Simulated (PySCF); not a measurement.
# Electron correlation in Kr⁺ (krypton, charge +1)

[Ar] 3d10 4s2 4p5, 2P determinant. Computed with PySCF 2.14 in aug-cc-pVDZ-PP with ECP10MDF (5s4p3d, 32 functions), with a scalar-relativistic core potential. Frozen: 3s2 3p6 3d10; 7 electrons correlated.

MP2 pair energies summed by pair of shells (mhartree):

```
 pair  energy  share (%)
4p-4p  -66.60       68.7
4s-4p  -25.07       25.8
4s-4s   -5.32        5.5
```

Total MP2 correlation energy: -96.99 mhartree.

Same-spin part -24.72 and opposite-spin part -72.27 mhartree; SCS-MP2 scales them by 1/3 and 6/5 to -94.97 mhartree.

```tsv
level	correlation energy (mhartree)
CCSD	-111.23
(T)	-1.32
CCSD(T)	-112.55
```

Diagnostics: T1 = 0.0056, D1 = 0.0172, largest double amplitude 0.041.

Cost of the coupled-cluster step: 0.15 s of wall time on 1 thread of INTEL(R) XEON(R) PLATINUM 8581C CPU @ 2.10GHz (shared host), for 7 correlated electrons.
